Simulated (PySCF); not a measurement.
Sr³⁰⁺: ionisation energy

Sr³⁰⁺ [He] 2s2 2p4 (3P) → Sr³¹⁺ [He] 2s2 2p3 (4S), as a difference of total energies. Calculation: PySCF 2.14, in an uncontracted even-tempered set (15 s from 8.7 bohr⁻², ratio 2.5; 9 p from 11 bohr⁻², ratio 2.5; 5 d from 52 bohr⁻², ratio 2.7; 5 f from 77 bohr⁻², ratio 2.7); no relativity, point nucleus. Correlated levels: nothing frozen; virtual orbitals above 40 to 60 times the deepest correlated orbital energy dropped. The calculations carry no spin-orbit coupling.

```
                 method  ionisation energy (eV)
                    UHF                  3633.6
                    LDA                  3631.7
                    PBE                  3636.0
                   PBE0                  3635.9
                 r2SCAN                  3636.9
                    M06                  3635.8
                   BLYP                  3636.8
    MP2 (all electrons)                  3635.0
SCS-MP2 (all electrons)                  3635.1
```

Spin-orbit coupling is strong in these open shells (close to jj coupling). The scalar numbers leave it out and a first-order estimate fails, so it can dominate the gap to the real levels.

The gap to the reference is mostly relativistic.

For comparison: 3664 ± 8 eV (semi-empirical (NIST evaluation); NIST Atomic Spectra Database, ionization energies).
